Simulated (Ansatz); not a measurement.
Basis sets compared for [Se3]- (Se3⁻). Charge -1, multiplicity 2. Geometry PBE-D4/def2-TZVPD. Ansatz on 4 threads of Arm Neoverse V1 on a shared host; times are rough, and most runs start from earlier orbitals.

| atom | x (Å) | y (Å) | z (Å) |
| --- | --- | --- | --- |
| Se1 | -0.683 | 0.022 | 1.867 |
| Se2 | -0.649 | 0.282 | -0.422 |
| Se3 | 1.332 | -0.304 | -1.445 |

The 6-31G sets use Cartesian d functions. B3LYP takes the VWN-RPA correlation.

| level | functions | energy (Eh) | HOMO (eV) | LUMO (eV) | wall time |
| --- | --- | --- | --- | --- | --- |
| PBE-D4/def2-SVPD | 123 | -7202.8395 | -0.14 | 0.40 | 2.3 s |
| B3LYP-D4/6-31G | 87 | -7203.7731 | -0.78 | 0.98 | 2.2 s |
| PBE0-D4/def2-SVPD | 123 | -7203.0535 | -1.25 | 0.93 | 3.8 s |

Estimate the rows for PBE-D4/def2-TZVPD, B3LYP-D4/def2-TZVPD, PBE0-D4/def2-TZVPD (with forces).


| level | functions | energy (Eh) | HOMO (eV) | LUMO (eV) | wall time |
| --- | --- | --- | --- | --- | --- |
| PBE-D4/def2-TZVPD | 171 | -7203.7160 | -0.14 | 0.43 | 3.7 s |
| B3LYP-D4/def2-TZVPD | 171 | -7204.8935 | -0.99 | 0.81 | 6.5 s |
| PBE0-D4/def2-TZVPD (with forces) | 171 | -7203.9314 | -1.23 | 0.98 | 8 s |
